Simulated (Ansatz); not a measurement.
Relaxation of C$_{3}$H$_{3}$IO (8 atoms, charge 0, multiplicity 1), to a largest force component of 0.02 eV/Å in at most 50 steps.

Method: Ansatz 0.2.0, RKS r2SCAN-D4/def2-SVP.

```xyz
8
Properties=species:S:1:pos:R:3
C 0.229 -0.665 1.009
C 0.029 0.188 -0.179
C -0.356 0.704 -1.316
I -1.213 0.878 -2.903
O 0.678 1.324 -0.612
H -0.018 -0.021 1.900
H 1.222 -1.022 1.072
H -0.343 -0.680 0.366
```

Problem. Where does it end, and by what steps?

Solution. The run converged. After 31 steps the energy has fallen by 10.177 eV; I4 moved furthest, 1.50 Å. The start is strongly strained (largest force component 16 eV/Å), so its close contacts needn't be bonds. Parted: C2–O5 (1.38 → 2.49 Å), C2–H8 (1.09 → 2.16 Å), C3–I4 (1.81 → 2.91 Å). Joined: C2–I4 (3.07 → 2.12 Å).

| step | energy less start (eV) | largest force component (eV/Å) | accepted |
| --- | --- | --- | --- |
| 0 | 0.0000 | 15.525 | yes |
| 2 | -5.3543 | 3.547 | yes |
| 4 | -6.7658 | 0.778 | yes |
| 6 | -7.0763 | 1.278 | yes |
| 8 | -7.3825 | 1.204 | yes |
| 10 | -7.5300 | 0.909 | yes |
| 12 | -7.8364 | 2.104 | yes |
| 14 | -8.4872 | 2.824 | yes |
| 16 | -9.5264 | 3.642 | yes |
| 18 | -9.9597 | 1.927 | yes |
| 20 | -10.0873 | 0.546 | yes |
| 22 | -10.1444 | 0.143 | yes |
| 24 | -10.1601 | 0.099 | yes |
| 26 | -10.1752 | 0.160 | yes |
| 28 | -10.1773 | 0.046 | yes |
| 30 | -10.1730 | 0.412 | no |
| 31 | -10.1775 | 0.008 | yes |

```xyz
8
Properties=species:S:1:pos:R:3
C -0.005 -0.610 0.676
C -0.062 0.253 -0.545
C 0.410 1.478 -0.678
I -0.977 -0.485 -2.311
O 0.824 2.565 -0.804
H 0.499 -0.072 1.494
H 0.556 -1.539 0.484
H -1.016 -0.884 1.020
```

Whether the end is a true minimum wasn't checked by a vibrational analysis.

Run time: 93 s on 2 threads of Intel(R) Xeon(R) Platinum 8259CL CPU @ 2.50GHz (Skylake/Cascade Lake), on a shared host, peak memory 0.17 GiB.
